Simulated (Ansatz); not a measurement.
Calculation: frozen-core CCSD(T)/cc-pVTZ // B3LYP-D3(BJ)/def2-TZVP run with Ansatz (an electronic-structure program).

Ansatz 0.2 input:
```yaml
crystal:
  periodic: [false, false, false]
  atoms:
    - { symbol: C, position_ang: [2.563556, 0.718096, -0.072283] }
    - { symbol: C, position_ang: [1.74431, -0.159736, -0.033596] }
    - { symbol: C, position_ang: [0.70523, -1.169325, -0.016863] }
    - { symbol: Si, position_ang: [-0.914681, -0.507211, -0.760434] }
    - { symbol: C, position_ang: [-1.493274, 1.007818, 0.16987] }
    - { symbol: H, position_ang: [3.301103, 1.481306, -0.101361] }
    - { symbol: H, position_ang: [1.018006, -2.052708, -0.581082] }
    - { symbol: H, position_ang: [0.510452, -1.500666, 1.007889] }
    - { symbol: H, position_ang: [-0.678218, -0.190901, -2.188819] }
    - { symbol: H, position_ang: [-1.924473, -1.593394, -0.677645] }
    - { symbol: H, position_ang: [-0.72871, 1.785784, 0.139164] }
    - { symbol: H, position_ang: [-2.409099, 1.410168, -0.266877] }
    - { symbol: H, position_ang: [-1.694211, 0.770764, 1.216651] }
basis:
  gaussian: { orbitals: cc-pVTZ }
correlation:
  method: ccsd_t
```

Output:

```
Functional definition: HF
1489 factors; integrals over basis functions are off by at most 1.1e-3 eV
mean field evaluation 1: about -12107.1890 eV, gradient 3.6e1 eV
mean field evaluation 2: about -12107.5429 eV, gradient 3.6e1 eV
mean field evaluation 4: about -12111.1721 eV, gradient 3.5e0 eV
mean field evaluation 8: about -12111.2209 eV, gradient 3.2e-1 eV
mean field evaluation 16: about -12107.1888 eV, gradient 3.6e1 eV
mean field -12111.22123893 eV, -445.0791712502 hartree, gradient 2.1e-6 eV, S^2 0.000000; 0 other end points of the search recorded, 0 dependent functions left out
9 core orbitals not correlated
reference -12111.22123893 eV, -445.0791712502 hartree; 14, 14 occupied and 243, 243 virtual orbitals, 1489 factors
second order -21.24701281 eV of doubles, -0.00000000 eV of singles
cycle   1  -21.84739296 eV  change   -6.0e-1 eV  update   1.0e-1
cycle   2  -22.44798349 eV  change   -6.0e-1 eV  update   3.1e-2
cycle   3  -22.55790586 eV  change   -1.1e-1 eV  update   1.4e-2
cycle   4  -22.55784900 eV  change    5.7e-5 eV  update   3.8e-3
cycle   5  -22.55931277 eV  change   -1.5e-3 eV  update   1.3e-3
cycle   6  -22.55959667 eV  change   -2.8e-4 eV  update   3.7e-4
cycle   7  -22.55966016 eV  change   -6.3e-5 eV  update   1.0e-4
cycle   8  -22.55971092 eV  change   -5.1e-5 eV  update   3.6e-5
cycle   9  -22.55971774 eV  change   -6.8e-6 eV  update   1.2e-5
perturbative correction -1.00305128 eV, -0.0368614545 hartree
Total energy: -12134.78400795 eV, -445.9450870402 hartree
```

Cost: roughly 10 core-minutes.
